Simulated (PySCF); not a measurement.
Gas-phase reaction: SnH₂ + 2 SnF₄ ⇌ SnH₂F₂ + 2 SnF₃

Method: PySCF energies plus ideal-gas RRHO corrections (1 bar). † marks an energy on the PBE0/def2-TZVP geometry and frequencies; other levels use their own. MP2 and CCSD(T) freeze the core. Open shells (unrestricted): SnF₃ (multiplicity 2); the rest are closed-shell singlets. B3LYP is the form with VWN-RPA correlation. Sn: scalar-relativistic def2 core potential, no spin-orbit coupling. SnH₂, SnH₂F₂, SnF₃: computed as isolated molecules; such fragments, hydroxides, amides, oligomers or adducts are transient or little studied in the gas. MP2 isn't extrapolated to the basis-set limit; its ΔH°(298 K) is 32.9 kJ in def2-SVP and 37.3 kJ in def2-TZVPP. CCSD(T) isn't extrapolated to the basis-set limit; its ΔH°(298 K) is 41.9 kJ in def2-SVP and 39.6 kJ in def2-TZVPP. The harmonic model lacks anharmonicity and excited electronic states, which grow with temperature; levels with a mode under 35 cm⁻¹ are left out.

```tsv
level	ΔE electronic, kJ	ΔH°(298 K), kJ	ΔS°(298 K), J/K	ΔG°(600 K), kJ
B3LYP/def2-TZVP†	-9	-5	46	-32
CCSD(T)/def2-SVP†	38	42	46	15
CCSD(T)/def2-TZVPP†	36	40	46	13
HF/def2-TZVP†	-11	-7	46	-34
MP2/def2-TZVPP†	34	37	46	10
PBE/def2-SVP	-21	-18	45	-44
PBE0/def2-TZVP	-4	0	46	-27
r2SCAN/def2-TZVP†	-20	-16	46	-44
LDA/def2-TZVP†	-18	-14	46	-41
ωB97M-V/def2-TZVP†	10	13	46	-14
ωB97X-V/def2-TZVP†	14	17	46	-10
```
ΔH° is lowest at PBE/def2-SVP and highest at CCSD(T)/def2-SVP†. No reference value is set beside these.
